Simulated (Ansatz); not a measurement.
Start from `OC[O][SnH3]` and change one atom or group to get `OCOB[SeH]`.

Ansatz, PBE0-D4/def2-TZVP geometries, multiplicity 1. Each molecule was computed in one conformer, which needn't be the lowest.

Elements past krypton have def2 core potentials. Scalar relativity is left out up to krypton. Spin–orbit coupling is left out; it splits and shifts lone-pair levels of the heavy atoms by tenths of an eV.

```csv
property,`OC[O][SnH3]`
size of the dipole moment (B3LYP/def2-TZVPP) / D,2.55
size of the dipole moment (ωB97M-V/def2-TZVPP) / D,2.65
LUMO energy (PBE/def2-TZVPP) / eV,-1.26
LUMO energy (B3LYP/def2-TZVPP) / eV,-0.75
HOMO–LUMO gap (PBE0/def2-TZVPP) / eV,7.02
HOMO energy (B3LYP/def2-TZVPP) / eV,-7.31
```

**Question.** What does the change do to each property? (An estimate is asked.)

**Answer.** Computed: 
```tsv
property	`OCOB[SeH]`	shift
size of the dipole moment (B3LYP/def2-TZVPP) / D	1.68	-0.87
size of the dipole moment (ωB97M-V/def2-TZVPP) / D	1.70	-0.95
LUMO energy (PBE/def2-TZVPP) / eV	-1.26	0.00
LUMO energy (B3LYP/def2-TZVPP) / eV	-0.55	0.20
HOMO–LUMO gap (PBE0/def2-TZVPP) / eV	7.13	0.11
HOMO energy (B3LYP/def2-TZVPP) / eV	-7.24	0.07
```

Dipoles are sizes alone; their direction can turn.

B3LYP here is the variant with VWN-RPA as its local correlation; programs differ in this.
